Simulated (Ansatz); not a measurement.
Total energies of Cd₂Cl₂⁺ (the lowest doublet isomer of a short search) from Ansatz at PBE-D4/def2-TZVP, gas phase (1 Eh = 27.2114 eV = 2625.5 kJ/mol). The reference geometry is relaxed at PBE-D4/def2-SVP.

```xyz
4

Cd   -0.137   -0.760   -0.829
Cd    0.372    2.181    2.398
Cl    1.136    1.000    0.183
Cl   -1.370   -2.420   -1.751
```

```tsv
state	geometry	energy (Eh)
charge 1 doublet	reference	-1255.41762
charge 0 singlet	reference	-1255.69704
charge 1 quartet	relaxed at PBE-D4/def2-SVP	-1255.33142
```

In the def2 sets Cd takes a core potential; there is no spin–orbit coupling.

Q: Work out the vertical electron affinity, to the singlet.

A: E(charge 1 doublet) − E(charge 0 singlet) = -1255.41762 − (-1255.69704) = 0.27942 Eh = 7.60 eV.

Q: Which of the charge 1 states is lowest, and how far above it are the others?

A: The doublet. quartet: -1255.33142 − (-1255.41762) = 0.08620 Eh = 226.3 kJ/mol. The quartet differs in its bonds from the reference.

The structure comes from a short search, and lower isomers may exist.
